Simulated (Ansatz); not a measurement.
`C[Se][SiH](O)F` and `N[SiH2][SiH](O)F` differ in one atom or group.

Ansatz, PBE0-D4/def2-TZVP geometries, multiplicity 1. Each molecule was computed in one conformer, which needn't be the lowest.

Scalar relativity is left out up to krypton. Spin–orbit coupling is left out; it splits and shifts lone-pair levels of the heavy atoms by tenths of an eV.

```csv
property,`C[Se][SiH](O)F`
LUMO energy (PBE/def2-TZVPP) / eV,-1.12
HOMO energy (PBE/def2-TZVPP) / eV,-5.76
LUMO energy (PBE0/def2-TZVPP) / eV,-0.24
HOMO–LUMO gap (ωB97M-V/def2-TZVPP) / eV,10.66
HOMO–LUMO gap (B3LYP/def2-TZVPP) / eV,6.21
HOMO–LUMO gap (PBE/def2-TZVPP) / eV,4.65
```

Give the same properties after the change, and the shifts. (An estimate is asked.)

Computed: 
```
                               property  `N[SiH2][SiH](O)F`  shift
      LUMO energy (PBE/def2-TZVPP) / eV               -1.40  -0.28
      HOMO energy (PBE/def2-TZVPP) / eV               -6.26  -0.50
     LUMO energy (PBE0/def2-TZVPP) / eV               -0.58  -0.34
HOMO–LUMO gap (ωB97M-V/def2-TZVPP) / eV               10.78   0.12
  HOMO–LUMO gap (B3LYP/def2-TZVPP) / eV                6.58   0.37
    HOMO–LUMO gap (PBE/def2-TZVPP) / eV                4.87   0.22
```

With PBE0 the HOMO falls by 0.64 eV and the LUMO falls by 0.34 eV, so the gap widens by about 0.30 eV. PBE moves the HOMO by -0.50 eV and ωB97M-V by -0.62 eV.

B3LYP here is the variant with VWN-RPA as its local correlation; programs differ in this.
